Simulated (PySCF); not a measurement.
Work out the structure from these simulated measurements.

Formula: C8H24O2Si3.

* 1H NMR: chemical shifts (computed TMS as zero) by class: 0.17 (18 H), 0.05 (6 H) ppm [GIAO PBE0/pcSseg-1]
* UV, first state: lowest singlet excitation: 7.11 eV (174 nm, f = 0.086) [TDDFT PBE0/def2-SVPD]
* Rotational structure: rotational constants A, B, C: 0.692, 0.383, 0.318 GHz [PBE0-D3(BJ)/def2-SVP]
* 13C NMR: chemical shifts (computed TMS as zero) by class: 2.4 (6 C), 1.7 (2 C) ppm [GIAO PBE0/pcSseg-1]
* Polarisability: 174.3 au [PBE0/def2-SVPD]
* NMR, other nuclei: isotropic shieldings of nuclei other than C and H, by class: 234 (2 O), 336 (2 Si), 361 (1 Si) ppm [GIAO PBE0/pcSseg-1]
* Dipole: 0.45 D [PBE0/def2-SVPD]
* Triplet: lowest triplet excitation (Tamm–Dancoff): 6.99 eV [TDA PBE0/def2-SVPD]

Gas-phase values; electronic properties from PySCF, density fitting. Levels stand in brackets. NMR shifts are as computed; neighbouring signals can stand in another order in a measured spectrum. Isolated species at its PBE0-D3(BJ)/def2-SVP geometry (one conformer only). NMR classes are plain means over equivalent atoms (diastereotopic ones count apart unless rotation or inversion swaps them), as if these changed places fast.

Q: What is the compound? Reason from the data.

A: 8 carbons fall into 2 classes; from least to most shielded: carbon bonded to Si and 3 H (2.4 ppm, 6 C), carbon bonded to Si and 3 H (1.7 ppm, 2 C). Hydrogen classes from least to most shielded: 18 H on 6 like atoms (carbon bonded to Si and 3 H) (0.17 ppm, a mean of values up to 0.7 ppm apart in this geometry), 6 H on 2 like atoms (carbon bonded to Si and 3 H) (0.05 ppm). The other shieldings belong to: 234 ppm, oxygen bonded to 2 Si; 336 ppm, silicon bonded to 3 C and O; 361 ppm, silicon bonded to 2 C and 2 O. By its constants the optimised geometry is an asymmetric top. Structure: SiMe2(OSiMe3)2 (`C[Si](O[Si](O[Si](C)(C)C)(C)C)(C)C`). The assignments are read from this structure; whether some other isomer fits the data as well wasn't checked.
